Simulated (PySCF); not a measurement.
C2H3Cl2FSi2 (SMILES F[SiH2]C#C[SiH](Cl)Cl), singlet, at a GFN2-xTB geometry, atoms displaced at random by about 0.03 Å a coordinate; DF-PBE0/STO-3G, gradient (PySCF).

Input for PySCF:
```python
from pyscf import gto, scf, dft

mol = gto.Mole()
mol.atom = '''
    Si    3.33832110   -0.37970191   -0.14804131
    F     3.73824609   -1.25390941   -1.33316548
    C     1.50924660   -0.20453968   -0.14037042
    C     0.24989598   -0.12843980   -0.22207113
    Si   -1.56214059   -0.03556213   -0.16136208
    Cl   -2.25994539   -0.85018470    1.46011135
    Cl   -2.07360574    1.99120523   -0.26465012
    H     3.94497994    0.95165851   -0.34513381
    H     3.74749044   -1.09664413    1.01293018
    H    -2.17481125   -0.63245743   -1.41731360
'''
mol.basis = 'sto-3g'
mol.verbose = 4
mol.build()

mf = dft.RKS(mol)
mf.xc = 'pbe0'
mf = mf.density_fit(auxbasis='def2-universal-jkfit')
mf.kernel()
g = mf.nuc_grad_method()
grad = g.kernel()
```

The log (banner, timings and long lists left out):

```
PySCF version 2.14.0

[INPUT] verbose = 4
[INPUT] num. atoms = 10
[INPUT] num. electrons = 86
[INPUT] charge = 0
[INPUT] spin (= nelec alpha-beta = 2S) = 0
[INPUT] symmetry False subgroup None
[INPUT] Mole.unit = angstrom
[INPUT] Symbol           X                Y                Z      unit          X                Y                Z       unit  Magmom
[INPUT]  1 Si     3.338321100000  -0.379701910000  -0.148041310000 AA    6.308512594857  -0.717532618874  -0.279757531022 Bohr   0.0
[INPUT]  2 F      3.738246090000  -1.253909410000  -1.333165480000 AA    7.064261296326  -2.369545369915  -2.519317635924 Bohr   0.0
[INPUT]  3 C      1.509246600000  -0.204539680000  -0.140370420000 AA    2.852062728431  -0.386523976806  -0.265261649790 Bohr   0.0
[INPUT]  4 C      0.249895980000  -0.128439800000  -0.222071130000 AA    0.472234961830  -0.242716045494  -0.419653615873 Bohr   0.0
[INPUT]  5 Si    -1.562140590000  -0.035562130000  -0.161362080000 AA   -2.952017883166  -0.067202686106  -0.304930138090 Bohr   0.0
[INPUT]  6 Cl    -2.259945390000  -0.850184700000   1.460111350000 AA   -4.270677843573  -1.606616238296   2.759210562869 Bohr   0.0
[INPUT]  7 Cl    -2.073605740000   1.991205230000  -0.264650120000 AA   -3.918546938926   3.762832542502  -0.500116245633 Bohr   0.0
[INPUT]  8 H      3.944979940000   0.951658510000  -0.345133810000 AA    7.454931653503   1.798373948012  -0.652208377228 Bohr   0.0
[INPUT]  9 H      3.747490440000  -1.096644130000   1.012930180000 AA    7.081730586026  -2.072357061812   1.914160623506 Bohr   0.0
[INPUT] 10 H     -2.174811250000  -0.632457430000  -1.417313600000 AA   -4.109797635123  -1.195171328146  -2.678334536621 Bohr   0.0

nuclear repulsion = 527.719155341653
number of shells = 32
number of NR pGTOs = 162
number of NR cGTOs = 54
basis = sto-3g
ecp = {}

******** <class 'pyscf.df.df_jk.DFRKS'> ********
method = DFRKS
initial guess = minao
damping factor = 0
level_shift factor = 0
DIIS = <class 'pyscf.scf.diis.CDIIS'>
diis_start_cycle = 1
diis_space = 8
diis_damp = 0
SCF conv_tol = 1e-09
SCF conv_tol_grad = None
SCF max_cycles = 50
direct_scf = False
XC library pyscf.dft.libxc version 7.1.2
    S. Lehtola, C. Steigemann, M. J. T. Oliveira, and M. A. L. Marques,  SoftwareX 7, 1–5 (2018)
XC functionals = pbe0
    C. Adamo and V. Barone,  J. Chem. Phys. 110, 6158 (1999)
    M. Ernzerhof and G. E. Scuseria,  J. Chem. Phys. 110, 5029 (1999)
radial grids:
    Treutler-Ahlrichs [JCP 102, 346 (1995); DOI:10.1063/1.469408] (M4) radial grids

becke partition: Becke, JCP 88, 2547 (1988); DOI:10.1063/1.454033
pruning grids: <function nwchem_prune>
grids dens level: 3
symmetrized grids: False
atomic radii adjust function: <function treutler_atomic_radii_adjust>
small_rho_cutoff = 0
Set gradient conv threshold to 3.16228e-05
Initial guess from minao.
tot grids = 148048
******** <class 'pyscf.df.df.DF'> ********
auxbasis = def2-universal-jkfit
init E= -1657.42377655749
  HOMO = -0.365066359395533  LUMO = -0.0836803677345443  gap/eV = 7.65690
cycle= 1 E= -1657.35573979444  delta_E= 0.068  |g|= 0.55  |ddm|= 4.14
  HOMO = -0.107554260361433  LUMO = 0.0603510241697877  gap/eV = 4.56894
cycle= 2 E= -1657.39105391187  delta_E= -0.0353  |g|= 0.543  |ddm|= 2.05
  HOMO = -0.216592617215292  LUMO = 0.0900563421680463  gap/eV = 8.34434
cycle= 3 E= -1657.49563349879  delta_E= -0.105  |g|= 0.0582  |ddm|= 0.964
  HOMO = -0.22178493932572  LUMO = 0.0869186099871696  gap/eV = 8.40025
cycle= 4 E= -1657.49667078253  delta_E= -0.00104  |g|= 0.0339  |ddm|= 0.13
  HOMO = -0.222618287323057  LUMO = 0.0871404920338051  gap/eV = 8.42897
cycle= 5 E= -1657.4968432742  delta_E= -0.000172  |g|= 0.0228  |ddm|= 0.0513
  HOMO = -0.222987073548121  LUMO = 0.0872105517887598  gap/eV = 8.44091
cycle= 6 E= -1657.49698769269  delta_E= -0.000144  |g|= 0.00133  |ddm|= 0.0253
  HOMO = -0.223021868396949  LUMO = 0.087330300644576  gap/eV = 8.44511
cycle= 7 E= -1657.49698832029  delta_E= -6.28e-07  |g|= 0.000162  |ddm|= 0.00233
  HOMO = -0.223045662215026  LUMO = 0.0873157622039881  gap/eV = 8.44536
cycle= 8 E= -1657.49698833121  delta_E= -1.09e-08  |g|= 2.42e-05  |ddm|= 0.000342
  HOMO = -0.223036595127678  LUMO = 0.0873204881367673  gap/eV = 8.44525
cycle= 9 E= -1657.4969883315  delta_E= -2.91e-10  |g|= 4.27e-06  |ddm|= 6.51e-05
  HOMO = -0.2230374172111  LUMO = 0.0873185337154616  gap/eV = 8.44522
Extra cycle  E= -1657.49698833151  delta_E= -4.55e-12  |g|= 3.88e-06  |ddm|= 1.67e-05
converged SCF energy = -1657.49698833151

******** <class 'pyscf.df.grad.rks.Gradients'> for <class 'pyscf.df.df_jk.DFRKS'> ********
unit = Eh/Bohr
grid_response = False
--------------- DFRKS gradients ---------------
         x                y                z
0 Si     0.0223367502    -0.0635525046    -0.0531767824
1 F    -0.0262001015     0.0585136928     0.0837363550
2 C     0.1059099824    -0.0080279594     0.0061853751
3 C    -0.0990761231     0.0083037186    -0.0126499999
4 Si    -0.0288205852    -0.0253916783     0.1030230802
5 Cl     0.0310826724     0.0358850219    -0.0691971441
6 Cl     0.0023968429    -0.0047410324    -0.0023776945
7 H     0.0056912487     0.0088422197    -0.0094749672
8 H    -0.0026230506    -0.0020387793    -0.0179887436
9 H    -0.0108544310    -0.0079069493    -0.0281313007
----------------------------------------------
```
